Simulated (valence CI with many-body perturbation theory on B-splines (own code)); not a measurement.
Energy levels of Sc XVII

Method: configuration interaction combined with many-body perturbation theory (CI+MBPT): three valence electrons over a frozen Dirac-Fock core [He], radial functions for each j: 11 s, 11 p, 10 d, 8 f, 5 g, 2 h, with the one-electron correlation potential Σ1, the two-electron term Σ2, the three-electron term Σ3, Breit, model QED; selected CI, second order for the rest, scaled by the run's own slope (own B-spline code, finite nucleus).

No measured levels were compared; by estimate levels of excited configurations hold to 0.05 to 0.15 % of their energy, terms of the ground configuration to about 0.5 %.

Levels 181 to 198 of 198, with energies above the lowest level, 2s2 2p 2P°_1/2. "Leading %" is the weight of the configuration and term that name the level; weights of strongly mixed levels are sums over their largest components and can fall short. In the jj column 3d3/2^4 stands for four electrons in 3d with j = 3/2. Lifetimes count E1, E2, E3, M1 and M2 decay at the calculated energies, and are blank where another channel may lead or the interval is too uncertain; long ones can be off by a factor of two.

| No. | Configuration | Term | J | E (eV) | Leading % | Leading jj | Lifetime |
| --- | --- | --- | --- | --- | --- | --- | --- |
| 181 | 2s 2p 4f | 4D | 3/2 | 887.45 | 73 | 2s 2p3/2 4f5/2 (99 %) | 817 fs |
| 182 | 2s 2p 4f | 2G | 9/2 | 887.52 | 87 | 2s 2p3/2 4f5/2 (76 %) | 887 fs |
| 183 | 2s 2p 4f | 2D | 5/2 | 887.62 | 38 | 2s 2p3/2 4f7/2 (98 %) | 829 fs |
| 184 | 2s 2p 4f | 4D | 1/2 | 887.70 | 100 | 2s 2p3/2 4f5/2 (100 %) | 815 fs |
| 185 | 2s 2p 4f | 2D | 3/2 | 888.12 | 82 | 2s 2p3/2 4f7/2 (99 %) | 844 fs |
| 186 | 2s 2p 4s | 2P° | 1/2 | 899.59 | 98 | 2s 2p3/2 4s (73 %) | 1.64 ps |
| 187 | 2s 2p 4s | 2P° | 3/2 | 899.69 | 98 | 2s 2p3/2 4s (74 %) | 1.72 ps |
| 188 | 2s 2p 4p | 2D | 3/2 | 906.33 | 90 | 2s 2p3/2 4p1/2 (74 %) | 1.54 ps |
| 189 | 2s 2p 4p | 2P | 1/2 | 906.59 | 89 | 2s 2p3/2 4p1/2 (66 %) | 1.21 ps |
| 190 | 2s 2p 4p | 2D | 5/2 | 906.73 | 98 | 2s 2p3/2 4p3/2 (72 %) | 1.43 ps |
| 191 | 2s 2p 4p | 2P | 3/2 | 907.20 | 90 | 2s 2p3/2 4p3/2 (73 %) | 1.26 ps |
| 192 | 2s 2p 4p | 2S | 1/2 | 907.70 | 87 | 2s 2p3/2 4p3/2 (66 %) | 1.35 ps |
| 193 | 2s 2p 4d | 2F° | 7/2 | 912.39 | 98 | 2s 2p3/2 4d5/2 (73 %) | 529 fs |
| 194 | 2s 2p 4d | 2F° | 5/2 | 912.39 | 97 | 2s 2p3/2 4d3/2 (73 %) | 441 fs |
| 195 | 2s 2p 4d | 2D° | 3/2 | 912.61 | 99 | 2s 2p3/2 4d3/2 (67 %) | 289 fs |
| 196 | 2s 2p 4d | 2D° | 5/2 | 912.86 | 98 | 2s 2p3/2 4d5/2 (72 %) | 287 fs |
| 197 | 2s 2p 4d | 2P° | 1/2 | 913.68 | 98 | 2s 2p3/2 4d3/2 (73 %) | 369 fs |
| 198 | 2s 2p 4d | 2P° | 3/2 | 913.87 | 98 | 2s 2p3/2 4d5/2 (66 %) | 369 fs |

Names give the largest LS component (configuration and term), which can be under half, so a name can repeat, a term be missing and a line seem to break the LS rules; names also repeat where a configuration has a term twice.
